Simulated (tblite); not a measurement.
Distances in Å between the heavy atoms of a computed structure (GFN2-xTB; lower triangle, same order across):
```
N1    0.00
C2    1.14  0.00
C3    2.59  1.44  0.00
C4    3.39  2.41  1.51  0.00
C5    4.24  3.34  2.47  1.31  0.00
C6    5.12  4.29  3.47  2.68  1.43  0.00
C7    5.52  4.73  3.95  2.70  1.47  1.34  0.00
C8    6.61  5.89  5.17  3.78  2.73  2.62  1.37  0.00
N9    7.59  6.92  6.23  4.79  3.84  3.75  2.52  1.15  0.00
```

Hydrogens: 2 on C3, 1 on C4, 1 on C6.

Charge 0, singlet.

(1) Which heavy atoms are bonded, and with what formal order?

(2) Write the SMILES.

(3) Which rings does it hold (smallest set)?

(4) Classify the heavy atoms.

## Answers

(1) N1–C2 (triple); C2–C3 (single); C3–C4 (single); C4–C5 (double); C5–C6 (single); C6–C7 (double); C7–C8 (single); C8–N9 (triple); C5–C7 (single).

(2) `N#CC/C=C1C=C\1C#N`, C7H4N2. Among its features: nitrile, C=C double bond and cyclopropene ring.

(3) C5–C6–C7 (3 members).

(4) N1: nitrile nitrogen; C2: nitrile carbon; C3: sp3 carbon next to a nitrile; C4: alkene CH carbon; C5: fully substituted alkene carbon; C6: alkene CH carbon; C7: fully substituted alkene carbon; C8: nitrile carbon; N9: nitrile nitrogen.

Shape of the structure used: `[N:1]#[C:2][CH2:3]/[CH:4]=[C:5]1[CH:6]=[C:7]\1[C:8]#[N:9]`: C2–C3–C4–C5 106°.
